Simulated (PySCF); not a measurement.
## Radial density of F²⁺ (fluorine, charge +2)

MN15, [He] 2s1 2p3 3s1, high-spin 6S determinant (an excited configuration). Computed with PySCF 2.14 in aug-cc-pVQZ-DK, with scalar relativity by spin-free X2C-1e.

```tsv
r (bohr)	4πr²ρ (e/bohr)	4πr²(ρα − ρβ)
0.00279	0.04480	0.0015
0.00469	0.1194	0.0039
0.00790	0.3131	0.0104
0.0133	0.7934	0.0265
0.0223	1.891	0.0635
0.0376	4.044	0.1374
0.0632	7.219	0.2525
0.106	9.561	0.3804
0.179	7.960	0.6132
0.301	4.375	1.7700
0.506	4.419	4.1649
0.851	3.992	3.9883
1.43	1.141	1.1414
2.41	0.5001	0.5000
4.05	0.1356	0.1356
6.81	0.001955	0.0020
```

Densities and radii are taken from the X2C orbitals without a picture-change correction, which distorts them close to the nucleus.

The outer electron is Rydberg-like, and this basis confines it to a smaller radius and binds it less than a complete one would.
